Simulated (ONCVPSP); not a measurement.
Rh (Z = 45), ONCV: configuration errors across variants

Rh, optimised norm-conserving Vanderbilt (ONCV), made with ONCVPSP 4.0.1 (BLYP, scalar-relativistic). Core [Ar] 3d10, reference 4s2 4p6 4d8 5s1. Waves: 4s+5s: rc 1.50 bohr, ncon 4, nbas 8, qcut 9.9 1/bohr, 2 projectors; 4p: rc 1.05 bohr, ncon 3, nbas 7, qcut 7.3 1/bohr, 1 projector; 4d: rc 1.90 bohr, ncon 4, nbas 8, qcut 7.8 1/bohr, 2 projectors, debl 2.5 Ha. Local part: polynomial inside 0.75 bohr (lpopt 5, dvloc0 6 Ha). Core correction: Teter function, fcfact 3.25, rcfact 1.3.

All-electron excitation energies from the reference (eV): (1) 4s2 4p6 4d8 5s0 7.548; (2) 4s2 4p6 4d7 5s0 26.986; (3) 4s2 4p6 4d6 5s0 59.385; (4) 4s2 4p6 4d7 5s1 11.003.

2 further variants failed, have other tests or too few solved ones, and are left out.

Errors AE − PS in meV (a dash: test not solved or not reliable):

```csv
change,(1),(2),(3),(4),bound ghosts,GHOST(+) flags above zero
base,-1.1,-2.1,+11,+2.0,none,s
s: qcut 6.9; p: qcut 5.1; d: qcut 5.4,-0.4,-0.4,+52,+8.8,none,"s, d"
s: qcut 10.8; p: qcut 8; d: qcut 8.5,-1.2,-2.6,+5.4,+1.2,none,s
```

(1) Give the same row for: s: qcut 8.6; p: qcut 6.3; d: qcut 6.7.

Results:

(1) -0.9, -1.5, +23, +3.9; bound ghosts: none; GHOST(+) flags above zero: s.
